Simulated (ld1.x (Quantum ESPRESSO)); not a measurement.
Transferability test, PAW potential for Si (Z = 14)

```json
{
  "Element": "silicon (Si)",
  "Generator": "ld1.x (Quantum ESPRESSO) 7.5",
  "Type": "PAW",
  "Functional": "PBE",
  "Relativity": "scalar-relativistic",
  "Frozen core": "[Ne]",
  "Valence charge": "4",
  "Reference configuration": "3s2 3p2",
  "Partial waves": "3s (bound): rcut 1.50, rcutus 1.70 bohr; 3s channel at 0.5 Ry: rcut 1.50, rcutus 1.70 bohr; 3p (bound): rcut 1.80, rcutus 2.50 bohr; 3p channel at 0.85 Ry: rcut 1.80, rcutus 2.50 bohr",
  "Local potential": "all-electron potential smoothed inside 2.25 bohr (lloc = -1)",
  "Core correction": "Bessel-smoothed model core inside 1.65 bohr",
  "Augmentation charge": "PSQ, radius 1.15 bohr"
}
```

Energies are relative to the spin-unpolarised reference configuration 3s2 3p2; without spin polarisation the order of configurations can differ from experiment. The frozen-core shift is the all-electron ΔE with the core orbitals held at their reference shape minus the fully relaxed ΔE.

(1) Give the all-electron excitation energy and the error of the potential for: 3s2 3p1; 3s2 3p0; 3s1 3p0; 3s1 3p2; 3s1 3p3; 3s0 3p4; 3s2 3p2.3.

Levels in the configuration 3s2 3p0:

```
level  all-electron (eV)  pseudo (eV)
   3s            -28.536      -28.557
```

Answers

(1)

```csv
valence configuration,charge,ΔE all-electron (eV),error AE − PS (meV),frozen-core shift (meV)
3s2 3p1,+1,7.740,-1.1,+1.0
3s2 3p0,+2,23.733,-9.8,+10
3s1 3p0,+3,57.704,-58,+59
3s1 3p2,+1,15.171,-2.9,+3.5
3s1 3p3,0,6.814,-0.7,+1.0
3s0 3p4,0,13.778,-1.6,+3.7
3s2 3p2.3,-0.3,-0.930,0.0,0.0
```
